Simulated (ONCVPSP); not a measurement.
## holmium: from the effect back to the setting (ONCV)

Base potential:

```
Element                 : holmium (Ho)
Generator               : ONCVPSP 4.0.1
Type                    : optimised norm-conserving Vanderbilt (ONCV)
Functional              : PBEsol
Relativity              : non-relativistic
Frozen core             : [Kr] 4d10 4f10
Valence charge          : 11
Reference configuration : 5s2 5p6 5d2 6s1
Partial waves           : 5s+6s: rc 2.15 bohr, ncon 3, nbas 7, qcut 5.8 1/bohr, 2 projectors; 5p: rc 2.15 bohr, ncon 5, nbas 10, qcut 5.6 1/bohr, 2 projectors, debl 1.3 Ha; 5d: rc 2.85 bohr, ncon 4, nbas 9, qcut 4.4 1/bohr, 1 projector; f scattering state at 0.12 Ha: rc 2.55 bohr, ncon 4, nbas 9, qcut 3.9 1/bohr, 2 projectors, debl 3 Ha
Local potential         : polynomial inside 1.40 bohr (lpopt 1, dvloc0 1 Ha)
Core correction         : polynomial model core, fcfact 0.25
```

Cutoffs, loose and tight: the cutoffs (Ha) at which the residual kinetic energy of the hardest occupied pseudo-wave falls to 1 and 0.1 mHa per electron. They do not see the model core or the augmentation charge, which bear on the density cutoff. Test errors are all-electron minus pseudo excitation energies from the reference, over the configurations 5s2 5p6 5d1 6s2; 5s2 5p6 5d1 6s1; 5s2 5p6 5d1 6s0; 5s2 5p6 5d0 6s2; variants that change the core or the reference have their own tests. The largest error is taken over the tests solved by every variant that gives reliable tests at all, those not shown here included: 5s2 5p6 5d1 6s0; 5s2 5p6 5d1 6s1; 5s2 5p6 5d1 6s2.

Only the s radius is moved:

| s radius (bohr) | cutoff, loose | cutoff, tight | bound ghosts | largest test error (meV) |
| --- | --- | --- | --- | --- |
| 1.46 | 16 Ha | 58 Ha | none | -18 |
| 1.82 | 13 Ha | 15 Ha | none | -18 |
| 2.08 | 11 Ha | 14 Ha | none | -18 |
| 2.38 | 9.8 Ha | 14 Ha | none | -18 |
| 3.14 | 7.7 Ha | 14 Ha | none | -18 |

Problem. One more run gave cutoff, loose: 8.0 Ha; cutoff, tight: 14 Ha; bound ghosts: none; largest test error (meV): -18. Which value of the s radius was used?

Solution. 2.74 bohr. The loose cutoff moves one way along this sweep, from 16 Ha at 1.46 to 7.7 Ha at 3.14 bohr, which places the run between 2.38 and 3.14 bohr.
